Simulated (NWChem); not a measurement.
System: BAsH$_{3}$F; SMILES FB[AsH2]

Here is an NWChem input.

```
start job
memory heap 200 mb stack 900 mb global 1100 mb
geometry units angstroms noautosym nocenter noautoz
  B     -0.571698     1.184687    -0.000114
  As     0.045935    -0.747894    -0.023968
  H     -0.978454    -1.199692     1.002587
  H      1.177585    -0.564233     0.973011
  F      0.311401     2.165805    -0.013312
  H     -1.743605     1.482451    -0.076228
end
basis spherical
  B library 6-31g*
  As library 6-31g*
  H library 6-31g*
  F library 6-31g*
end
dft
  xc b3lyp
  iterations 150
end
property
  shielding
end
task dft property
```

All runs use the structure optimised with PBE0/def2-SVP. B3LYP is NWChem's, with the RPA form of VWN correlation.

GIAO values for the isolated, static molecule; σ is the absolute isotropic shielding, δ = σ(reference) − σ with the isolated reference molecule computed at the same levels (11B: boron trifluoride, 19F: trichlorofluoromethane, 1H: tetramethylsilane).

Atoms are numbered as in the input.

Question: Predict the main results of this run. (B3LYP/6-31G* (spherical d), GIAO.) Quantities: δ B1 (ppm); σ As2 (ppm); δ H3 (ppm); δ H4 (ppm); δ F5 (ppm); δ H6 (ppm).

Answer: 
```yaml
"δ B1 (ppm)": 59.7
"σ As2 (ppm)": 1904.1
"δ H3 (ppm)": 2.58
"δ H4 (ppm)": 2.70
"δ F5 (ppm)": 51.6
"δ H6 (ppm)": 7.06
```
